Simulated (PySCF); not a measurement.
PySCF job for C2H7MgNO, SMILES C[N](C)[Mg][OH], B3LYP/pcSseg-1. The structure is a stationary point at PBE0-D3(BJ)/def2-SVP. The structure was generated by enumeration; whether it is a known compound was not checked. One conformer was computed; it need not be the lowest.

```python
import numpy as np
from pyscf import gto, scf, dft
from pyscf.prop.nmr import rks as nmr

mol = gto.M(
    atom='''
    Mg    0.00000000   -0.00000000   -1.01684014
    O    -0.00000000   -0.00000000   -2.77980701
    H    -0.00000000   -0.00000001   -3.72990373
    N     0.00000000    0.00000000    0.88631804
    C    -0.00000000    1.18660001    1.69611752
    C    -0.00000000   -1.18660001    1.69611753
    H    -0.88867887    1.25174493    2.36271691
    H     0.88867887    1.25174492    2.36271691
    H     0.00000000    2.10403382    1.08096864
    H     0.88867887   -1.25174493    2.36271692
    H    -0.88867887   -1.25174492    2.36271692
    H    -0.00000000   -2.10403382    1.08096865
    ''',
    basis='pcSseg-1',
    charge=0,
    spin=0,
    max_memory=1600,
    verbose=3,
)
mf = dft.RKS(mol, xc='b3lyp')
mf.grids.level = 3
mf.conv_tol = 1e-10
mf.max_cycle = 100
mf.kernel()
n = nmr.NMR(mf)
n.verbose = 2
n.max_cycle_cphf = 60
sigma = n.kernel()
print('atom   isotropic/ppm   span/ppm')
for i, s in enumerate(sigma):
    w = np.linalg.eigvalsh((s + s.T) / 2)
    print(f'{mol.atom_symbol(i):2s}{i + 1:3d} {w.mean():14.3f} {w[2] - w[0]:11.3f}')
```

Log of the run:

```
converged SCF energy = -410.504337492245
atom   isotropic/ppm   span/ppm
Mg  1        521.117     260.424
O   2        395.322      24.037
H   3         31.863      23.995
N   4        257.215      55.165
C   5        130.835      73.261
C   6        130.835      73.261
H   7         28.759      11.013
H   8         28.759      11.013
H   9         28.672      10.850
H  10         28.759      11.013
H  11         28.759      11.013
H  12         28.672      10.850
```

The run converged.
